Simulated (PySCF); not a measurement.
Run record: excited-state job, Zr(NEt2)F3, `CC[N](CC)[Zr]([F])([F])[F]`.

Method: TDDFT wB97X-D/def2-SVPD, vertical, gas phase, core orbitals frozen in the response, def2 core potentials past Kr (PySCF 2.14.0, density-fitted response routines). Geometry: PBE0-D3(BJ)/def2-SVP. A driver script takes a list of jobs; this job's settings line and coordinates (Å) are shown.

Command:
```bash
OMP_NUM_THREADS=1 python probes_run.py task.json out
```

Input:
```
{"job": {"kind": "uv", "xc": "wB97X-D", "basis": "def2-SVPD", "ip": false, "nstates": 10}, "charge": 0, "multiplicity": 1}
Zr    -0.604938     0.582566    -1.939842
N     -0.180253    -0.197508    -0.131792
C      0.335501    -1.549988     0.000067
C      1.809516    -1.628556     0.379880
C     -0.392613     0.506021     1.116702
C     -1.073735     1.847694     0.900146
H      0.187577    -2.081164    -0.956885
H     -0.277166    -2.100626     0.740977
H      2.439156    -1.199400    -0.416236
H      2.023919    -1.081172     1.309765
H      2.120413    -2.674506     0.523965
H     -1.014907    -0.120561     1.786951
H      0.564330     0.666974     1.649846
H     -0.462574     2.505395     0.258382
H     -2.067194     1.721873     0.438068
H     -1.219534     2.371963     1.854623
F      0.264997     2.277733    -2.161117
F     -2.501372     0.847587    -2.045090
F     -0.013894    -0.700856    -3.223797
```

Estimate the output.

```
coarse grid: 74672 points
cycle   1  E = -559.2066840039  dE = -5.712e+00  |g| = 1.176e+00  |ddm| = 7.993e+00
cycle   2  E = -559.3263694078  dE = -1.197e-01  |g| = 1.162e+00  |ddm| = 3.797e+00
cycle   3  E = -559.5630594980  dE = -2.367e-01  |g| = 2.098e-01  |ddm| = 1.216e+00
cycle   4  E = -559.5719972057  dE = -8.938e-03  |g| = 9.848e-02  |ddm| = 5.041e-01
cycle   5  E = -559.5741243462  dE = -2.127e-03  |g| = 2.103e-02  |ddm| = 1.350e-01
cycle   6  E = -559.5742704159  dE = -1.461e-04  |g| = 8.234e-03  |ddm| = 4.454e-02
cycle   7  E = -559.5743049345  dE = -3.452e-05  |g| = 4.612e-03  |ddm| = 2.028e-02
cycle   8  E = -559.5743133206  dE = -8.386e-06  |g| = 1.176e-03  |ddm| = 1.116e-02
final grid: 158760 points
cycle   9  E = -559.5776709199  dE = -7.504e-05  |g| = 2.295e-03  |ddm| = 1.029e-01
cycle  10  E = -559.5776716196  dE = -6.997e-07  |g| = 1.973e-03  |ddm| = 8.202e-03
cycle  11  E = -559.5776722306  dE = -6.110e-07  |g| = 5.960e-04  |ddm| = 1.886e-03
cycle  12  E = -559.5776723014  dE = -7.084e-08  |g| = 1.517e-04  |ddm| = 1.244e-03
cycle  13  E = -559.5776723088  dE = -7.316e-09  |g| = 3.729e-05  |ddm| = 3.666e-04
cycle  14  E = -559.5776723098  dE = -1.028e-09  |g| = 1.387e-05  |ddm| = 1.161e-04
cycle  15  E = -559.5776723100  dE = -1.980e-10  |g| = 5.833e-06  |ddm| = 5.431e-05
converged SCF energy = -559.5776723100

Static polarisability (au): isotropic 93.346, principal 79.509 94.516 106.013

Singlet excitations
state   eV       nm        f      main configurations
  1   4.6495    266.7   0.00046   H->L 0.98
  2   5.7053    217.3   0.06726   H->L+2 0.50, H->L+1 0.39
  3   5.8987    210.2   0.00564   H->L+3 0.33, H->L+1 0.28, H->L+2 0.21
  4   6.3969    193.8   0.00165   H->L+6 0.57, H->L+5 0.13, H->L+8 0.11
  5   6.5255    190.0   0.10731   H->L+4 0.54, H->L+7 0.32
  6   6.7672    183.2   0.00161   H->L+3 0.25, H->L+1 0.23, H->L+2 0.14
  7   7.0418    176.1   0.01121   H-1->L 0.91
  8   7.4100    167.3   0.02681   H->L+8 0.59, H->L+3 0.14, H->L+10 0.10
  9   7.4853    165.6   0.00710   H->L+7 0.41, H->L+4 0.29, H->L+5 0.08
 10   7.5075    165.1   0.00115   H-1->L+2 0.55, H-1->L+1 0.26

Triplet excitations (Tamm-Dancoff, eV): 4.5407 4.8130 5.8005 6.0733
```

The SCF starts on a coarse grid where the log names one; the energy can jump when the final grid takes over, and dE then counts from the start density on the new grid. H and L stand for HOMO and LUMO; the number after each pair is its weight.

Which computed singlet has the largest oscillator strength, and what do all of them sum to?

State 5 at 6.53 eV (190 nm), f = 0.107; the 10 states sum to 0.230.

How does the lowest singlet excitation compare with the HOMO–LUMO gap?

HOMO -8.84 eV and LUMO 0.86 eV give a gap of 9.70 eV; S1 at 4.65 eV lies 5.05 eV below it.

Main results: HOMO -8.84 eV, LUMO 0.86 eV; lowest singlet 4.65 eV; lowest triplet 4.54 eV (Tamm–Dancoff); mean polarisability 93.3 au.

Atoms past krypton carry effective core potentials; spin–orbit coupling is left out. The geometry optimisation had not met its thresholds, so the values belong to a structure short of the stationary point.

Hardware: an Arm Neoverse V2 with one thread, no GPU (shared host). Cost: 2.6 min (grids of density and orbitals included), 1.6 GiB resident at most.
Labels such as C1 count atoms from 1, the log's own numbers from 0.

The pairwise dispersion term of wB97X-D wasn't added to the energies; at a given geometry it leaves orbitals and properties as they are.
